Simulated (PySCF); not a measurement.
CH₆OSSiTe, SMILES O([Te]SC)[SiH3]. Atoms are numbered in the order given.

```xyz
11

Te     0.3483     0.3230     0.7345
S     -1.4774     1.1355    -0.5550
C     -2.9426     0.2908     0.1420
H     -2.8664    -0.7953    -0.0012
H     -3.8060     0.6721    -0.4248
H     -3.0705     0.5293     1.2065
O      0.7390    -1.4352    -0.1857
Si     1.5462    -1.4999    -1.6553
H      0.7900    -0.7915    -2.7320
H      1.6642    -2.9455    -1.9992
H      2.9107    -0.8945    -1.5575
```

Geometry optimised at r2SCAN-D4/def2-SVP. The structure was generated by enumeration, and PubChem lists no compound with its InChIKey, so it may never have been made. The def2 effective core potentials stand for the cores of Te; spin–orbit coupling is left out. One conformer was computed; it need not be the lowest.

Level of theory: M06-2X/def2-TZVP run with PySCF.

ESP charges are fitted to the potential on shells at 1.4 to 2.0 van der Waals radii. Atomic charges (e):

```json
[
 {"atom": "Te1", "Mulliken": "(withheld)", "ESP fit": "0.22"},
 {"atom": "S2", "Mulliken": "-0.15", "ESP fit": "-0.13"},
 {"atom": "C3", "Mulliken": "(withheld)", "ESP fit": "-0.34"},
 {"atom": "H4", "Mulliken": "(withheld)", "ESP fit": "0.14"},
 {"atom": "H5", "Mulliken": "(withheld)", "ESP fit": "0.18"},
 {"atom": "H6", "Mulliken": "(withheld)", "ESP fit": "0.12"},
 {"atom": "O7", "Mulliken": "-0.60", "ESP fit": "-0.34"},
 {"atom": "Si8", "Mulliken": "0.36", "ESP fit": "0.37"},
 {"atom": "H9", "Mulliken": "-0.02", "ESP fit": "-0.09"},
 {"atom": "H10", "Mulliken": "-0.03", "ESP fit": "-0.06"},
 {"atom": "H11", "Mulliken": "-0.04", "ESP fit": "-0.08"}
]
```

Problem. What belongs in the gaps? (The exact figures need the calculation; the answer reports its results.)

Solution. 
- Te1, Mulliken: 0.38
- C3, Mulliken: -0.39
- H4, Mulliken: 0.17
- H5, Mulliken: 0.16
- H6, Mulliken: 0.16

Problem. Give the Mayer and Wiberg (Löwdin basis) orders of the bonds. (The exact figures need the calculation; the answer reports its results.)

Solution. 
```tsv
bond	Mayer	Wiberg
Te1–S2	1.23	1.59
S2–C3	0.99	1.50
C3–H4	0.95	0.94
C3–H5	0.95	0.93
C3–H6	0.96	0.94
Te1–O7	0.83	1.21
O7–Si8	1.06	1.67
Si8–H9	0.96	0.97
Si8–H10	0.96	0.97
Si8–H11	0.96	0.97
```
